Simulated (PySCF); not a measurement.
Working with the constants of InO

UHF-CCSD(T) constants of InO, ²Π (doublet), unpaired electrons π ↑ (basis In x2c-TZVPPall, O x2c-TZVPPall; spin-free X2C with a Gaussian nucleus; PySCF 2.14; masses 114.9039 and 15.9949 u):

```
ωe              : 515.3 cm⁻¹
ωexe            : 2.54 cm⁻¹
Be              : 0.2771 cm⁻¹
αe              : 0.00200 cm⁻¹
D (centrifugal) : 3.21e-07 cm⁻¹
De to In + O    : 3.32 eV
```

**Question.** Give the vibrational terms G(v) and spacings up to v = 6.

**Answer.** G(v) = ωe(v+½) − ωexe(v+½)².

```
v  G(v) (cm⁻¹)  G(v) − G(v−1)  Bv (cm⁻¹)
0        257.0                    0.2761
1        767.2          510.2     0.2741
2       1272.4          505.1     0.2721
3       1772.4          500.1     0.2701
4       2267.4          495.0     0.2681
5       2757.3          489.9     0.2661
6       3242.1          484.8     0.2641
```

**Question.** How well does the Morse estimate ωe²/(4ωexe) reproduce De, and what is D0?

**Answer.** It gives 3.24 eV, 98 % of the computed De. D0 = De − G(0) = 3.32 − 0.03 = 3.29 eV.

Correlated steps freeze 19 core orbitals. These are scalar-relativistic numbers at best; spin–orbit coupling would shift them, the dissociation energy most. The state was picked by a PBE0 search and need not be the measured ground state.
